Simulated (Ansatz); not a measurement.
`[SiH3][GeH]([SiH3])[Cl]` + `[OH][In]([Cl])[Cl]` → `[SiH3][Ge]([SiH3])([Cl])[Cl]` + `[OH][InH][Cl]` at 600 K and 1 bar (redistribution).

Computed with Ansatz on PBE0-D4/def2-TZVP structures; ΔE is electronic, products minus reactants. CCSD(T)/CBS is the MP2 limit (def2-TZVPP, def2-QZVPP) plus CCSD(T) − MP2 in def2-TZVPP, frozen cores. Elements past krypton have def2 core potentials. For Ge, In outer-core shells are correlated without core-valence functions, which leaves a few kJ/mol of doubt a bond. Scalar relativity is left out up to krypton. One conformer a species, not always the lowest.

| species | CCSD(T)/CBS energy (Eh) | H − E (kJ/mol) | S (J/(mol·K)) |
| --- | --- | --- | --- |
| `[SiH3][GeH]([SiH3])[Cl]` | -3118.29543 | 230.1 | 512.4 |
| `[OH][In]([Cl])[Cl]` | -1185.26513 | 86.5 | 414.9 |
| `[SiH3][Ge]([SiH3])([Cl])[Cl]` | -3577.52379 | 220.9 | 549.1 |
| `[OH][InH][Cl]` | -726.02900 | 93.8 | 370.4 |

H − E and S are ideal-gas, rigid-rotor, harmonic terms from PBE0-D4/def2-TZVP, for one conformer and one mirror image of each species. 1 Eh = 2625.50 kJ/mol, R = 8.31446 J/(mol·K).

Task: By hand: ΔE, ΔH, ΔS and ΔG.

Result: ΔE = (-3577.52379) + (-726.02900) − (-3118.29543) − (-1185.26513) = 0.00777 Eh = 20.4 kJ/mol. Δ(H − E) = 220.9 + 93.8 − 230.1 − 86.5 = -1.9, so ΔH = 18.5 kJ/mol. ΔS = 549.1 + 370.4 − 512.4 − 414.9 = -7.8 J/(mol·K). ΔG = 18.5 − 600 × (-7.8)/1000 = 23.2 kJ/mol.

Task: By hand: the equilibrium constant, and the temperature at which ΔG would vanish if ΔH and ΔS stayed fixed.

Result: log₁₀ K = −ΔG/(RT ln 10) = -2.0. ΔH and −TΔS have one sign here, so there is no such temperature.

The number of gas molecules stays the same, so ΔS is small and ΔH decides. A doubt of 5 kJ/mol in ΔE shifts log₁₀ K by 0.4 here. Other conformers and mirror images would add mixing entropy, several J/(mol·K) or more a flexible species. These are equilibria of isolated gas molecules and say nothing of rates. Largest T1 diagnostic: 0.015 (customary marks: 0.02 for closed shells, 0.045 for open ones).

ΔS is within the doubt of such terms, so its sign, and with it that verdict, could turn.
